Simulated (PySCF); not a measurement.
Ligand exchange on a metal centre used in film growth or etching (Y Cl-OH). Isolated molecules, 0 K electronic values unless said otherwise. One relaxed conformer stands for each flexible species; it need not be the lowest.

The HOMO–LUMO gap from two functionals at the same geometries (r2SCAN-D4/def2-SVP), both in PySCF: PBE-D3(BJ)/def2-TZVP and B3LYP-D3(BJ)/def2-TZVP. B3LYP has the VWN-RPA correlation part, as in Gaussian. 

```json
[
 {"species": "0 of 3 Cl replaced by OH", "PBE-D3(BJ)/def2-TZVP (eV)": "4.05", "B3LYP-D3(BJ)/def2-TZVP (eV)": "5.55"},
 {"species": "1 of 3 Cl replaced by OH ([Y(Cl)2(OH)])", "PBE-D3(BJ)/def2-TZVP (eV)": "4.12", "B3LYP-D3(BJ)/def2-TZVP (eV)": "5.65"},
 {"species": "2 of 3 Cl replaced by OH ([Y(Cl)(OH)2])", "PBE-D3(BJ)/def2-TZVP (eV)": "4.16", "B3LYP-D3(BJ)/def2-TZVP (eV)": "5.73"}
]
```

Over these rows, drawn at random from the members with no instability flagged (it was tested for open shells, ions and some series alone), PBE minus B3LYP-D3(BJ): mean -1.54 eV, from -1.57 eV to -1.50 eV.
